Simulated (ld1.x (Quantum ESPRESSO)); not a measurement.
**Ranking TM semilocal potentials for S (Z = 16)**

All share these settings but for the change named:

sulfur, norm-conserving Troullier–Martins (semilocal form), made with ld1.x (Quantum ESPRESSO) 7.5 (BLYP, scalar-relativistic). Core [Ne], reference 3s2 3p4. Waves: 3s (bound): rc 1.10 bohr; 3d channel at 0.25 Ry: rc 1.60 bohr; 3p (bound): rc 1.60 bohr. Local part: the p channel. Core correction: Bessel-smoothed model core inside 1.10 bohr.

Test errors are all-electron minus pseudo excitation energies from the reference, over 3s2 3p3; 3s2 3p2; 3s2 3p1; 3s2 3p4.3; 3s2 3p3.5; 3s2 3p0; 3s1 3p4. None of these files shows a bound ghost.

The base gives 241.7 meV.

Of 9 variants that were run, those that failed, showed a ghost or another fault, or gave nearly equal values are left out.

A variant can come out equal or close to the base, since the largest error may sit in a test that the change hardly touches while other tests move.

**Question.** Rank these variants by their largest absolute test error, smallest first.
A. core correction Bessel-smoothed model core inside 0.76 bohr
B. all radii but the core radius scaled by about 1.39 (s 1.54, p 2.22, d 2.22 bohr)
C. wave 3s (bound): rc 1.10 bohr becomes 3s (bound): rc 1.02 bohr

**Answer.** B (120.2 meV), A (219.6 meV), C (280.8 meV).
